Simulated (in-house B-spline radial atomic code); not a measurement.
Results of a calculation; reference values are marked as such.
**Sb in an electron gas of r_s = 1.65: phase shifts, screening and friction**

A nucleus sits in a uniform electron gas with a rigid positive background. The Kohn-Sham equations are solved self-consistently in the spin-unpolarised LDA (PW92), non-relativistic, on B-splines with outgoing waves at the boundary and partial waves to l = 8. The model has no lattice, no bands and no magnetic solution. Atomic units; δ_l are the phase shifts at the Fermi level, counted so that each bound state adds π, and good to about 0.0005.

The density parameter is r_s = 1.65 bohr.

```csv
l,δ_l (rad)
0,12.7916
1,10.3203
2,6.7396
3,0.2976
4,0.0460
5,0.0106
6,0.0028
7,0.0008
8,0.0003
```

Bound levels below the band bottom (hartree): d -18.7, s -4.576, p -3.177, d -0.8403, s -0.1061 and deeper ones.

(1) Check the Friedel sum rule, and say where the screening charge sits.

(2) Find the transport cross section and the electronic stopping of a 2 keV Sb ion (mass 121.76 u).

Answers

(1) k_F = (9π/4)^(1/3)/r_s = 1.16313. The rule is Z = (2/π) Σ (2l + 1) δ_l. The terms are s 8.143, p 19.710, d 21.453, f 1.326 and 0.372 beyond, in all 51.005 against Z = 51. Bound states hold 10 s, 18 p, 20 d electrons, so the scattering states carry 3.00 in all; where a term is smaller than its bound count, the bound level has drawn weight out of the band.

(2) σ_tr = (4π/k_F²) Σ (l + 1) sin²(δ_l − δ_(l+1)). The terms for l = 0 to 3 are 0.3859, 0.3615, 0.0750, 0.2479, all together 1.0770, so σ_tr = 9.289 × 1.0770 = 10.004 bohr². With n = 3/(4π r_s³) = 0.05314, the friction coefficient is Q = n k_F σ_tr = 0.6184. For v well below v_F = 1.163, dE/dx = Q v; with 24801 eV per u at v = 1, v = √(2000/(24801 × 121.76)) = 0.0257, so dE/dx = 0.01591 hartree/bohr = 8.18 eV/nm. The largest term couples the s and p waves.
